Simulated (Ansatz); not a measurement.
The cluster ReS₂⁺ was relaxed with PBE0-D4 (def2-TZVP) in Ansatz in these states: charge +1 quintet, charge +1 triplet. The geometries follow in no particular order.

In the def2 sets Re takes a core potential; there is no spin–orbit coupling.

A:

```csv
atom,x (Å),y (Å),z (Å)
Re1,-0.2198,0.0166,-0.8651
S2,-0.1507,1.5994,0.5297
S3,0.3706,-1.6160,0.3354
```

B:

Cartesian coordinates in Å:
```
Re -0.511 -0.160 -0.563
S -0.026 1.735 0.067
S 0.538 -1.576 0.496
```

Question: Judge from the bond lengths which geometry belongs to which state (an estimate).

Answer: A is the charge +1 quintet (Re1–S3 2.111 Å, Re1–S2 2.111 Å); B is the charge +1 triplet (Re1–S3 2.055 Å, Re1–S2 2.055 Å).

At PBE0-D4/def2-TZVP a triplet lies 1.19 eV below the charge +1 quintet. These are the stationary points nearest to one start from a short search; other shapes may lie lower in each state.
